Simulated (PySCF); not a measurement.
C₄H₂F₂, SMILES C#C/C(F)=C\F. Heavy atoms are numbered as in [CH:1]#[C:2]/[C:3]([F:4])=[CH:5]\[F:6]. Hydrogens are named by the atom that carries them.

The structure is a stationary point at PBE0-D3(BJ)/def2-SVP. The structure was generated by enumeration; whether it is a known compound was not checked.

Calculation: HF/pcSseg-1 in PySCF.

GIAO shieldings, no solvent; atoms alike by connectivity are averaged. δ = σ(ref) − σ: ¹³C against TMS (σ = 192.6 ppm); ¹⁹F against CFCl3 (σ = 238.5 ppm); ¹H against TMS (σ = 31.99 ppm), references at their B3LYP-D3(BJ)/def2-TZVP geometries, non-relativistic.

Computed chemical shifts:
| nucleus | atoms | count | δ (ppm) |
|---|---|---|---|
| ¹³C | C5 (CH) | 1 | 159.0 |
| ¹³C | C3 | 1 | 144.1 |
| ¹³C | C1 (CH) | 1 | 108.8 |
| ¹³C | C2 | 1 | 62.7 |
| ¹⁹F | F6 | 1 | -149.9 |
| ¹⁹F | F4 | 1 | -156.0 |
| ¹H | H on C5 | 1 | 8.14 |
| ¹H | H on C1 | 1 | 4.91 |
